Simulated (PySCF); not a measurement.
B3LYP has the VWN-RPA correlation part, as in Gaussian. Delta-SCF ions had no search for a lower state. Excitations are Tamm–Dancoff values on a coarser integration grid. The basis has no diffuse functions, so Rydberg states are missing or too high.

**C₂H₆OSi, SMILES `C(C=O)[SiH3]` (O–C–C–Si torsion 97°) (charge 0, multiplicity 1)**

These are B3LYP-D3(BJ)/def2-TZVP in PySCF 2.14.0 values and carry that method's errors.

```yaml
HOMO: -7.26 eV
dipole_moment: 2.81 D
LUMO: -1.13 eV
HOMO–LUMO gap: 6.12 eV
S1 excitation (TDA): 4.32 eV
S1 oscillator strength: 0.002
T1 excitation (TDA): 3.71 eV
S1–T1 gap (TDA): 0.60 eV
vertical ionisation energy (Delta-SCF): 9.84 eV
total_energy: -12099.13 eV
cost: around 40 core-seconds (rough)
```

```xyz
10

O     -2.3455     0.4269    -0.3713
C     -1.4972    -0.1018     0.3021
C     -0.2326    -0.6902    -0.2311
Si     1.2171     0.5293    -0.0725
H     -1.6080    -0.1513     1.4064
H      0.0359    -1.5844     0.3383
H     -0.3537    -0.9435    -1.2858
H      0.9612     1.7203    -0.9094
H      1.3672     0.9415     1.3421
H      2.4556    -0.1468    -0.5189
```
Charge 0, spin multiplicity 1.
